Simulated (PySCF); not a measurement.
# How methods differ on the excitation energy of N⁺

N⁺ [He] 2s2 2p2 (3P) → N⁺ [He] 2s1 2p2 3s1 (5P), as a difference of total energies. All numbers are calculated (PySCF 2.14, the spin-free X2C one-electron Hamiltonian (Gaussian nucleus), in dyall-av3z (15s9p3d2f, 71 functions)). Correlated levels: valence: 1s2 frozen; virtual orbitals above 40 to 60 times the deepest correlated orbital energy dropped. The calculations carry no spin-orbit coupling.

```json
{"method": "UHF", "excitation energy (cm⁻¹)": "188400"}
{"method": "LDA", "excitation energy (cm⁻¹)": "202670"}
{"method": "PBE", "excitation energy (cm⁻¹)": "201870"}
{"method": "PBE0", "excitation energy (cm⁻¹)": "201630"}
{"method": "r2SCAN", "excitation energy (cm⁻¹)": "199790"}
{"method": "revPBE", "excitation energy (cm⁻¹)": "202370"}
{"method": "TPSSh", "excitation energy (cm⁻¹)": "204880"}
{"method": "BP86", "excitation energy (cm⁻¹)": "203680"}
{"method": "PBEsol", "excitation energy (cm⁻¹)": "201010"}
{"method": "MP2 (valence)", "excitation energy (cm⁻¹)": "200940"}
{"method": "SCS-MP2 (valence)", "excitation energy (cm⁻¹)": "204250"}
```

The promoted electron is Rydberg-like, and one or two diffuse shells describe it only roughly, which tends to raise the upper state.
